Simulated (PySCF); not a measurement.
C₄H₁₀O₂, triplet, at the geometry of the source list (a higher spin typed on purpose: for a closed-shell molecule this is an excited state); CASCI(2,3)+NEVPT2/STO-3G (PySCF).

Here is a job for PySCF.
```python
from pyscf import gto, scf, mcscf, mrpt
import numpy

mol = gto.M(
    atom='''
C     2.543300    0.438400   -0.008500
O     1.369200   -0.185500    0.438800
C     0.227800    0.174400   -0.309700
C    -0.973800   -0.562000    0.293100
C    -2.257200   -0.248500   -0.464000
O    -1.147200   -0.182900    1.638600
H     2.465900    1.530700    0.064600
H     3.349000    0.087000    0.632700
H     2.762200    0.171800   -1.049900
H     0.064500    1.261700   -0.251400
H     0.356300   -0.103500   -1.366100
H    -0.764800   -1.643500    0.241200
H    -2.458700    0.818500   -0.416100
H    -2.170400   -0.553500   -1.502500
H    -3.085800   -0.776400   -0.001400
H    -0.280400   -0.226800    2.060600
''',
    basis='sto-3g',
    charge=0,
    spin=2,
    verbose=4,
)

mf = scf.ROHF(mol)
mf.kernel()
mc = mcscf.CASCI(mf, 3, 2)
mc.fix_spin_(ss=2.0)
mc.kernel()
occ = numpy.linalg.eigvalsh(mc.fcisolver.make_rdm1(mc.ci, mc.ncas, mc.nelecas))[::-1]
ss = mc.fcisolver.spin_square(mc.ci, mc.ncas, mc.nelecas)[0]
print('natural occupations', occ.round(4), ' <S^2>', round(ss, 4))
e2 = mrpt.NEVPT(mc).kernel()
print('E(NEVPT2) = %.10f' % (mc.e_tot + e2))
```

It wrote (shortened):

```
PySCF version 2.14.0

[INPUT] verbose = 4
[INPUT] num. atoms = 16
[INPUT] num. electrons = 50
[INPUT] charge = 0
[INPUT] spin (= nelec alpha-beta = 2S) = 2
[INPUT] symmetry False subgroup None
[INPUT] Mole.unit = angstrom
[INPUT] Symbol           X                Y                Z      unit          X                Y                Z       unit  Magmom
[...]
nuclear repulsion = 261.296829976642
number of shells = 28
number of NR pGTOs = 120
number of NR cGTOs = 40
basis = sto-3g
ecp = {}

******** <class 'pyscf.scf.rohf.ROHF'> ********
method = ROHF
initial guess = minao
damping factor = 0
level_shift factor = 0
DIIS = <class 'pyscf.scf.diis.CDIIS'>
diis_start_cycle = 1
diis_space = 8
diis_damp = 0
SCF conv_tol = 1e-09
SCF conv_tol_grad = None
SCF max_cycles = 50
direct_scf = True
direct_scf_tol = 1e-13
num. doubly occ = 24  num. singly occ = 2
Set gradient conv threshold to 3.16228e-05
init E= -304.126799213976
[...]
cycle= 1 E= -302.414566664291  delta_E= 1.71  |g|= 0.608  |ddm|= 3.76
[...]
cycle= 2 E= -302.531474354143  delta_E= -0.117  |g|= 0.462  |ddm|= 1.48
[...]
cycle= 3 E= -302.609754333266  delta_E= -0.0783  |g|= 0.195  |ddm|= 0.846
[...]
cycle= 4 E= -302.643544858078  delta_E= -0.0338  |g|= 0.107  |ddm|= 0.617
[...]
cycle= 5 E= -302.70006861265  delta_E= -0.0565  |g|= 0.118  |ddm|= 0.805
[...]
cycle= 6 E= -302.718969808294  delta_E= -0.0189  |g|= 0.0987  |ddm|= 0.367
[...]
cycle= 7 E= -302.732702744705  delta_E= -0.0137  |g|= 0.0992  |ddm|= 1.15
[...]
cycle= 8 E= -302.737897304546  delta_E= -0.00519  |g|= 0.0665  |ddm|= 0.669
[...]
cycle= 9 E= -302.74753078644  delta_E= -0.00963  |g|= 0.0328  |ddm|= 0.815
[...]
cycle= 10 E= -302.74808405238  delta_E= -0.000553  |g|= 0.0265  |ddm|= 0.0676
[...]
cycle= 11 E= -302.74919503544  delta_E= -0.00111  |g|= 0.00698  |ddm|= 0.195
[...]
cycle= 12 E= -302.749267433534  delta_E= -7.24e-05  |g|= 0.00404  |ddm|= 0.0262
[...]
cycle= 13 E= -302.749306423876  delta_E= -3.9e-05  |g|= 0.00195  |ddm|= 0.0156
[...]
cycle= 14 E= -302.749319447279  delta_E= -1.3e-05  |g|= 0.00117  |ddm|= 0.00913
[...]
cycle= 15 E= -302.749326543135  delta_E= -7.1e-06  |g|= 0.000713  |ddm|= 0.00858
[...]
cycle= 16 E= -302.749328924218  delta_E= -2.38e-06  |g|= 0.000277  |ddm|= 0.00551
[...]
cycle= 17 E= -302.749329181731  delta_E= -2.58e-07  |g|= 0.000134  |ddm|= 0.00186
[...]
cycle= 18 E= -302.749329235227  delta_E= -5.35e-08  |g|= 5.4e-05  |ddm|= 0.00102
[...]
cycle= 19 E= -302.749329242027  delta_E= -6.8e-09  |g|= 3.99e-05  |ddm|= 0.000379
[...]
cycle= 20 E= -302.749329246411  delta_E= -4.38e-09  |g|= 3.36e-05  |ddm|= 0.000347
[...]
cycle= 21 E= -302.749329251529  delta_E= -5.12e-09  |g|= 2.32e-05  |ddm|= 0.000525
[...]
cycle= 22 E= -302.749329253982  delta_E= -2.45e-09  |g|= 7.75e-06  |ddm|= 0.000424
[...]
cycle= 23 E= -302.74932925433  delta_E= -3.48e-10  |g|= 2.51e-06  |ddm|= 0.000221
[...]
Extra cycle  E= -302.74932925433  delta_E= -2.27e-13  |g|= 2.41e-06  |ddm|= 1.41e-05
converged SCF energy = -302.74932925433

******** <class 'pyscf.mcscf.casci.CASCI'> ********
CAS (2e+0e, 3o), ncore = 24, nvir = 13
natorb = False
canonicalization = True
sorting_mo_energy = False
******** <class 'pyscf.fci.addons.SpinPenaltyFCISolver'> ********
max. cycles = 200
conv_tol = 1e-08
davidson only = True
linear dependence = 1e-12
level shift = 0.001
max iter space = 12
nroots = 1
pspace_size = 400
spin = None
Density matrix diagonal elements [1.00000000e+00 1.00000000e+00 2.96599748e-13]
CASCI converged
CASCI E = -302.749329254330  E(CI) = -1.05582162820218  S^2 = 2.0000000
natural occupations [ 1.  1. -0.]  <S^2> 2.0

******** <class 'pyscf.mrpt.nevpt2.NEVPT'> ********
NEVPT2 (2e+0e, 3o), ncore = 24, nvir = 13
root = 0

WARN: Active orbitals [2] (occs = [5.2779024e-17]) are canonicalized with external orbitals

Natural occ [1.0000000e+00 1.0000000e+00 5.2779024e-17]
Natural orbital (expansion on meta-Lowdin AOs) in CAS space
               #1        #2        #3
0 C 1s           0.00013   0.00024   0.00062
0 C 2s          -0.00679  -0.02090  -0.08529
0 C 2px          0.00903   0.04774   0.33378
0 C 2py          0.00404   0.02395   0.24234
0 C 2pz         -0.00100  -0.01876  -0.21275
1 O 1s          -0.00005  -0.00108  -0.00563
1 O 2s           0.00424   0.06508   0.33414
1 O 2px         -0.00149  -0.04252  -0.02034
1 O 2py         -0.00705   0.04209   0.22496
1 O 2pz          0.01277  -0.01534  -0.30517
2 C 1s           0.00062  -0.00032   0.00087
2 C 2s          -0.04715  -0.01400  -0.09866
2 C 2px          0.08182  -0.03523  -0.34493
2 C 2py          0.03582  -0.01101   0.24601
2 C 2pz         -0.04083  -0.08409  -0.29505
3 C 1s           0.00007   0.00249  -0.00111
3 C 2s          -0.00014  -0.24629   0.07053
3 C 2px         -0.00748   0.07186  -0.10654
3 C 2py         -0.05603  -0.16586   0.16775
3 C 2pz          0.01316  -0.56412  -0.06223
4 C 1s           0.00020  -0.00039   0.00174
4 C 2s          -0.01382   0.00584  -0.11680
4 C 2px         -0.02490   0.02675  -0.14476
4 C 2py         -0.00538  -0.02415   0.13129
4 C 2pz         -0.01067  -0.04358  -0.11219
5 O 1s           0.00000  -0.00571   0.00086
5 O 2s          -0.00107   0.40130  -0.05042
5 O 2px          0.16532   0.31348  -0.04412
5 O 2py          0.93630  -0.12519  -0.00985
5 O 2pz         -0.24607  -0.27744  -0.02152
6 H 1s           0.00002  -0.00723  -0.11094
7 H 1s           0.00349   0.00665   0.05578
8 H 1s           0.00038   0.00338  -0.12347
9 H 1s           0.00986   0.05554  -0.18243
10 H 1s          0.02702  -0.11827  -0.07976
11 H 1s          0.13364  -0.01302   0.16553
12 H 1s          0.00956   0.05441  -0.08997
13 H 1s          0.00678  -0.12068   0.01174
14 H 1s         -0.00753   0.05887   0.08718
15 H 1s         -0.00022  -0.41778   0.11774
<CAS-nat-orb|mo-hf>  25     25       1.00000000
<CAS-nat-orb|mo-hf>  26     26       1.00000000
<CAS-nat-orb|mo-hf>  27     27       1.00000000
Sr    (-1)',   E = -0.00000579819785
Si    (+1)',   E = -0.00033624965109
Sijrs (0)  ,   E = -0.19612951996686
Sijr  (+1) ,   E = -0.04230403733404
Srsi  (-1) ,   E = -0.01126099572128
Srs   (-2) ,   E = -0.00002770480102
Sij   (+2) ,   E = -0.00612820816957
Sir   (0)' ,   E = -0.00704683114752
Nevpt2 Energy = -0.263239344989234
E(NEVPT2) = -303.0125685993
```
